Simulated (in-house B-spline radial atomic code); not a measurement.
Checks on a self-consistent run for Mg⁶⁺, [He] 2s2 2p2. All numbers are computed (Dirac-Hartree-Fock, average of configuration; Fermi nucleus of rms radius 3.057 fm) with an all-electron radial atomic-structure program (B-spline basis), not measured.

```tsv
orbital	q	ε (Eh)	<1/r>	<r²>	small-component weight
1s1/2	2	-56.34425	11.6785	0.0225613	0.0018059
2s1/2	2	-9.10445	2.3966	0.434863	0.00030155
2p1/2	0.66667	-8.22677	2.34551	0.362818	0.00029223
2p3/2	1.3333	-8.21139	2.33812	0.364272	0.00029154
```

Electron-electron repulsion V_ee = 32.8922 hartree.

What total energy follows from the eigenvalues?

The eigenvalues count the repulsion twice, so E = Σqε - V_ee = -147.330 - 32.892 = -180.223 hartree; the run printed -180.223.

Does the Dirac virial theorem hold?

For a point nucleus E = -2c²Σq·w, with w the small-component weight. Here Σq·w = 0.0047985 and c = 137.0360, so the ratio E/(-2c²Σq·w) is 1.000001.

What diamagnetic shielding (Lamb formula) and susceptibility (Langevin formula) do the radii give?

σ = (α²/3)Σq<1/r> = 32.8313/(3·137.036²) = 582.77 ppm, and χ = -0.79199×10⁻⁶·Σq<r²> = -1.301×10⁻⁶ cm³/mol with Σq<r²> = 1.6424 bohr². Both are non-relativistic formulas without the paramagnetism of open shells.
